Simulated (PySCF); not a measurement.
Potential energy of CuH⁺ along the bond

Set-up: basis Cu cc-pVDZ-PP with ECP10, H cc-pVDZ; scalar-relativistic core potentials; PySCF 2.14. Energies in eV from Cu⁺ (3d10) + H in their ground configurations at the same level. All curves are PBE0. state 1: ²Σ⁺ (doublet), unpaired electrons σ ↑; state 2: ²Δ (doublet), unpaired electrons δ ↑, a second solution, started from another occupation; state 3: ²Π (doublet), unpaired electrons π ↑, a second solution, started from another occupation.

```tsv
R (Å)	state 1	state 2	state 3
1.265	-0.952	0.6420	0.8934
1.324	-1.172	0.3348	0.5306
1.383	-1.297	0.1362	0.2870
1.427	-1.343	0.0439	0.1666
1.471	-1.356	-0.0087	0.0901
1.515	-1.342	-0.0286	0.0500
1.574	-1.294	-0.0136	0.0427
1.647	-1.200	0.0567	0.0915
1.736	-1.062	0.1957	0.2118
1.853	-0.877	0.4394	0.4398
```

Q: Put a parabola through the three lowest points of the state 1 curve and estimate Re, k and ωe (reduced mass 0.9919 u; 1 eV/Å² = 0.16022 mdyn/Å; ωe = 1302.8·√(k/μ) cm⁻¹).

A: Through R = 1.427, 1.471, 1.515 Å the second-order coefficient is 6.97 eV/Å², so Re ≈ 1.470 Å, k ≈ 2.23 mdyn/Å and ωe ≈ 1955 cm⁻¹. A polynomial fit of higher order to the unrounded PBE0 energies gives Re = 1.469 Å, k = 2.16 mdyn/Å, ωe = 1923 cm⁻¹; anharmonicity and rounding make the difference.

The higher-order fit for each curve: state 1: Re = 1.469 Å, ωe = 1923 cm⁻¹, De = 1.36 eV; state 2: Re = 1.524 Å, ωe = 1916 cm⁻¹, minimum 0.029 eV below the ground-state fragments; state 3: Re = 1.553 Å, ωe = 1902 cm⁻¹, minimum 0.040 eV above the ground-state fragments.

For an ion De counts to the pair picked by the measured ionisation energies or electron affinities, which need not be the lowest pair at this level. The state is the lowest single determinant that the PBE0 search found; with open d or f shells the true ground state can be another one.
